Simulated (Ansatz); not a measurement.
(H2Al-mu-OH)2 (Al₂O₂H₆), relaxed as a singlet with RKS r2SCAN-D4/def2-SVP in Ansatz, starting from the GFN2-xTB geometry. Force threshold 0.02 eV/Å.

Start:

```xyz
10

Al    0.7741   -1.0436    0.4586
H     2.0713   -1.3520   -0.3079
H     0.2662   -1.8020    1.6967
O    -0.6064   -0.7675   -0.7215
Al   -0.7756    1.0428   -0.4572
H    -2.0707    1.3446    0.3158
H    -0.2751    1.8072   -1.6944
O     0.6100    0.7678    0.7181
H    -1.0842   -1.3711   -1.2893
H     1.0904    1.3738    1.2810
```

(1) Estimate the energy that the relaxation releases and the steps that it takes.

(2) Does the start keep its bonding and symmetry?

(3) Predict the relaxed structure.

Results:

(1) 17.9 kJ/mol, in 14 steps; 28 s on 4 threads of Arm Neoverse V2 on a shared host. The force fell under the threshold at step 5, but the optimiser went on and released 0.017 eV more. No frequencies were taken in this run, so the end may be a saddle point.

(2) By distances, no bond broke or formed. The bond that changes most is Al5–H7, from 1.54 to 1.59 Å (atoms count from 1). Point group D2h at the start, C2h at the end, both within 0.05 Å.

(3) 
```xyz
10

Al    0.805   -1.084    0.476
H     2.236   -1.321   -0.173
H     0.240   -2.011    1.636
O    -0.550   -0.747   -0.770
Al   -0.805    1.084   -0.476
H    -2.236    1.322    0.172
H    -0.239    2.011   -1.636
O     0.550    0.747    0.771
H    -1.237   -1.372   -1.032
H     1.236    1.371    1.032
```
Bond lengths (bridged metal pairs left out): 4 × Al–O 1.87 Å; 4 × Al–H 1.59 Å; 2 × H–O 0.96 Å.
